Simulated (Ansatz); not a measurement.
Task: Predict a relaxed structure of `CC(C)=C=C=C=C=C=C=C=C=C=C(C)C`, charge 0, singlet, at PBE0-D4/def2-SVP (Ansatz).

Result: 
```xyz
27

C     4.733    3.125    4.689
C     4.040    1.795    4.718
C     4.323    0.898    5.887
C     3.209    1.426    3.749
C     2.411    1.071    2.817
C     1.604    0.713    1.875
C     0.803    0.357    0.939
C    -0.001    0.000    0.001
C    -0.804   -0.357   -0.938
C    -1.605   -0.713   -1.874
C    -2.412   -1.072   -2.817
C    -3.210   -1.426   -3.748
C    -4.040   -1.795   -4.718
C    -3.548   -2.535   -5.927
C    -5.507   -1.488   -4.650
H     4.475    3.711    5.588
H     4.467    3.710    3.800
H     5.828    2.985    4.705
H     5.402    0.676    5.946
H     4.051    1.403    6.830
H     3.772   -0.049    5.824
H    -2.466   -2.713   -5.890
H    -4.063   -3.508   -6.015
H    -3.782   -1.968   -6.844
H    -5.773   -0.946   -3.734
H    -5.811   -0.881   -5.521
H    -6.094   -2.421   -4.693
```
Point group D2d (tolerance 0.1 Å). This is one stationary point.
